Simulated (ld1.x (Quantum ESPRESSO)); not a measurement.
# Ta: one change to an ultrasoft potential, before and after

```
Element                 : tantalum
Generator               : ld1.x (Quantum ESPRESSO) 7.5
Type                    : ultrasoft
Functional              : PBE
Relativity              : scalar-relativistic
Frozen core             : [Xe] 4f14
Valence charge          : 5
Reference configuration : 5d3 6s1.5 6p0 (charge +0.5)
Partial waves           : 6s (bound): rcut 2.75, rcutus 2.95 bohr; 6s channel at 0.8 Ry: rcut 2.75, rcutus 2.95 bohr; 6p (bound, empty): rcut 2.95, rcutus 3.95 bohr; 6p channel at 1 Ry: rcut 2.95, rcutus 3.95 bohr; 5d (bound): rcut 2.20, rcutus 2.95 bohr; 5d channel at 3.3 Ry: rcut 2.20, rcutus 2.95 bohr
Local potential         : all-electron potential smoothed inside 2.40 bohr (lloc = -2)
Core correction         : none
Augmentation charge     : PSQ, radius 2.35 bohr
```

Change: local potential all-electron potential smoothed inside 3.22 bohr (lloc = -2).

Cutoffs: the cutoffs (Ry, on a coarse ladder) from which the occupation-weighted sum of valence levels, in a spherical-Bessel basis at the reference potential, stays within 10 and 1 mRy of its value at 400 Ry; they do not see the model core or the augmentation charge, which bear on the density cutoff. Errors are all-electron minus pseudo energies relative to the spin-unpolarised reference configuration.

Question: Predict the effect on cutoff, ghosts and configuration errors.

Answer: Both files are so soft that the ladder of cutoffs tells neither apart; of the 7 tests that both files solve, the error grows in 3 and shrinks in 1 by more than 15 % and 0.3 meV (median size 8.6 → 3.8 meV); neither file shows a bound ghost.

```tsv
quantity	base	changed
cutoff, loose	10 Ry	10 Ry
cutoff, tight	12 Ry	12 Ry
bound ghosts	none	none
error for 5d3 6s2 6p0, meV [ΔE -3.46 eV]	+1.5	+3.4
error for 5d3 6s1 6p0, meV [ΔE 5.01 eV]	-1.6	+2.3
error for 5d3 6s0 6p0, meV [ΔE 19.98 eV]	+47	+87
error for 5d3 6s0 6p2, meV [ΔE 5.13 eV]	+21	+23
error for 5d3.5 6s1.5 6p0, meV [ΔE -2.47 eV]	-8.6	-1.1
error for 5d3 6s1 6p1, meV [ΔE 0.72 eV]	+3.9	+3.8
error for 5d4 6s0 6p0, meV [ΔE 6.44 eV]	+112	+110
s: phases at 4.28 bohr within 0.05 rad from the reference energy up to (Ry; the scan ends near 5)	3.3	3.7
p: phases at 4.28 bohr within 0.05 rad from the reference energy up to (Ry; the scan ends near 5)	1.6	1.6
d: phases at 4.28 bohr within 0.05 rad from the reference energy up to (Ry; the scan ends near 5)	-0.1	0.2
lowest overlap eigenvalue by channel	s 0.46, p 0.55, d 0.79	s 0.45, p 0.60, d 0.84
```
